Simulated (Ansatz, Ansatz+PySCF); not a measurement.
```yaml
atoms:
  - { symbol: N, position_ang: [0.0000, 0.0001, -0.6651] }
  - { symbol: N, position_ang: [0.0000, -0.0001, 0.6651] }
  - { symbol: H, position_ang: [0.0000, 1.0754, -0.9873] }
  - { symbol: H, position_ang: [0.0000, -1.0754, 0.9873] }
```

Basis set: def2-SVP (spherical functions). Left uncorrelated: 2 orbitals. Charge 0, multiplicity 1.

Computed with Ansatz (development build ahead of 0.2.0); each method stands on the lowest determinant of its kind that the runs found. Restricted open shells among the atoms or ions are ROHF, correlated in semicanonical orbitals with singles.

Give the atomization energy at this shape (free ground-state atoms in the same class of orbitals less the molecule, no zero-point energy) of singlet N₂H₂ by RHF-CCSD(T), UHF-CCSD(T), RHF-MP2, UHF-MP2, UHF, RHF.

```json
{"method": "RHF-CCSD(T)", "atomization energy": "11.20 eV"}
{"method": "UHF-CCSD(T)", "atomization energy": "11.15 eV"}
{"method": "RHF-MP2", "atomization energy": "11.25 eV"}
{"method": "UHF-MP2", "atomization energy": "10.23 eV"}
{"method": "UHF", "atomization energy": "5.86 eV"}
{"method": "RHF", "atomization energy": "5.71 eV"}
```

Caution: the shape is not the minimum. Caution for RHF-CCSD(T), RHF-MP2, RHF: an unrestricted determinant lies well below. Caution for UHF-CCSD(T), UHF-MP2: another reference gives a lower total. Caution for UHF-CCSD(T), UHF-MP2, UHF: the determinant breaks the point group; the unrestricted determinant is spin contaminated.
